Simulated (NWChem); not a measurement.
Atomisation of BCl

```xyz
2

B      0.0000     0.0000    -1.3311
Cl     0.0000     0.0000     0.3915
```
Charge 0, spin multiplicity 1.

The numbers come from NWChem runs, not from measurements. All single points use one geometry, from B3LYP/def2-SVP, a minimum by its harmonic frequencies.

Basis set: def2-TZVP. The atomisation energy is electronic alone: no zero-point, thermal, spin-orbit or counterpoise terms. No value is extrapolated to the basis-set limit. Free atoms are single determinants with multiplicities B 2, Cl 2. Correlated methods freeze the same cores in atoms and molecule, 6 orbitals in all.

B3LYP has NWChem's definition, with VWN1-RPA local correlation. The structure started from a generated list of species. No SCF solution was tested for a lower state. Open-shell Hartree-Fock references start from PBE0 orbitals.

Question: For the atomisation energy, MP2 gives 123.7 kcal/mol and PBE gives 127.6 kcal/mol. What do BLYP, HF, B3LYP give?

Answer: BLYP: 120.7 kcal/mol; HF: 87.5 kcal/mol; B3LYP: 119.3 kcal/mol.
